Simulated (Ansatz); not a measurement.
Job for Ansatz (a program for electronic structure): R-PBE0/def2-TZVPP on GaH3Se2 (SMILES [SeH][GaH][SeH]), a point of a torsion scan.

Ansatz 0.2 input:
```yaml
crystal:
  periodic: [false, false, false]
  atoms:
    - {symbol: Se, position_ang: [-2.20278694, -0.66072188, -0.73052220]}
    - {symbol: Ga, position_ang: [-0.03234087, 0.18432248, -0.45354279]}
    - {symbol: Se, position_ang: [1.78531986, -0.44411079, -1.79245134]}
    - {symbol: H, position_ang: [-2.20559427, -1.19904882, 0.61376165]}
    - {symbol: H, position_ang: [0.25775524, 1.22258498, 0.70741420]}
    - {symbol: H, position_ang: [2.70789534, 0.38413116, -1.05180347]}
basis:
  gaussian:
    orbitals: def2-TZVPP
hamiltonian:
  xc: {name: PBE0}
scf: {lower_state_search: off}
```

Output:

```
WARN ansatz: RAYON_NUM_THREADS=1 ignored (pool sized by the plan → 1); use --threads N
Functional definition: PBE0
these checks for a lower state are left out or cut short: stability, starts, cluster_reference, orbital_swaps, neighbouring_geometries, increment
integrals: 0.13 GiB planned
1414 factors; their error is unknown
mean field: 1.23 GiB planned
mean field evaluation 1: about -183103.7349 eV, gradient 2.5e1 eV
mean field evaluation 2: about -183103.3995 eV, gradient 3.4e1 eV
mean field evaluation 4: about -183104.7232 eV, gradient 4.9e-1 eV
mean field evaluation 8: about -183105.7338 eV, gradient 2.0e-1 eV
mean field evaluation 16: about -183105.7338 eV, gradient 5.9e-6 eV
mean field -183105.73380492 eV, -6729.0116038067 hartree, gradient 2.1e-6 eV, S^2 0.000000; 0 other end points of the search recorded, 0 dependent functions left out
reference -183105.73383311 eV, -6729.0116048427 hartree; 51, 51 occupied and 135, 135 virtual orbitals, 1414 factors
Total energy: -183105.73383311 eV, -6729.0116048427 hartree
Checks for a lower state left out: stability, starts, cluster_reference, orbital_swaps, neighbouring_geometries, increment
```

The run converged.

Cost: very roughly 3 core-seconds.
